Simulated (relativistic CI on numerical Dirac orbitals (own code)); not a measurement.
# Hyperfine structure of Se31+, mass number 79

Method of calculation: Dirac-Coulomb-Breit CI, orbitals from a KLI potential per configuration, model QED, unscaled Slater integrals (own radial code, finite nucleus).

Configuration list (outside the closed core 1s2): 2s, 2p, 3s, 3p, 3d, 4s, 4p, 4d, 4f, 5s, 5p, 5d, 5f, 5g. Levels of other configurations are missing.

Nuclear spin I = 7/2, μ = -1.018 μN, Q = 0.8 b (tables of Stone and Pyykkö). The electronic factors are computed for point nuclear moments, without core polarisation or the Bohr-Weisskopf and QED corrections.

```csv
Level,E (Ry),A (GHz),B (GHz)
2s 2S_1/2,0.000,-377.1,
2p 2P°_1/2,4.901,-119.6,
2p 2P°_3/2,8.633,-21.57,111
3s 2S_1/2,149.979,-111.2,
3p 2P°_1/2,151.340,-36.04,
3p 2P°_3/2,152.445,-6.503,33.7
3d 2D_3/2,152.941,-3.692,6.4
3d 2D_5/2,153.290,-1.558,8.83
```

Levels with J = 0, under 50 % of one LS term, or S terms without an open s electron are left out. Small factors come from cancelling terms and can be off by tens of per cent or more.

At this charge energies of transitions that change n are usually good to better than 1 %, and those within a shell (Δn = 0) to a few per cent.

(1) Give the hyperfine levels of 2s 2S_1/2 relative to its centre of gravity.

Answers

(1) With K = F(F + 1) − I(I + 1) − J(J + 1), E = AK/2: F = 3: 848.5, F = 4: -659.9 GHz.
